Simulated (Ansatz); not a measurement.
C3H4N, SMILES `C#C[N+]C` (excited singlet) (charge 1, multiplicity 1). This singlet is an excited state, 0.78 eV above the relaxed triplet at the level B3LYP/cc-pVTZ // B3LYP-D3(BJ)/def2-TZVP (Ansatz, a quantum-chemistry and plane-wave program).

Cartesian coordinates (Å):
```xyz
8

C      2.2157     0.3067    -0.2773
C      1.0365    -0.0551    -0.4368
N     -0.0867    -0.5199    -0.6994
C     -1.3230    -0.1233    -0.1523
H      3.2156     0.6549    -0.1040
H     -1.7943    -1.0449     0.2345
H     -1.2856     0.6788     0.5803
H     -1.9782     0.1029    -1.0129
```
Charge +1, spin multiplicity 1.

Frozen-core energies in cc-pVDZ from Ansatz at a geometry from B3LYP-D3(BJ)/def2-TZVP; the HF reference has <S^2> = 0.00 (restricted, and unstable towards unrestricted orbitals) and the T1 diagnostic is 0.024.

| level | energy (Ha) | difference from CCSDT(Q) (mHa) |
|---|---|---|
| HF | -169.96273 | 588.85 |
| MP2 | -170.48378 | 67.80 |
| CCSD | -170.52196 | 29.63 |
| CCSD(T) | -170.54730 | 4.29 |
| CCSDT | -170.54875 | 2.84 |
| CCSDT(Q) | -170.55159 | 0.00 |
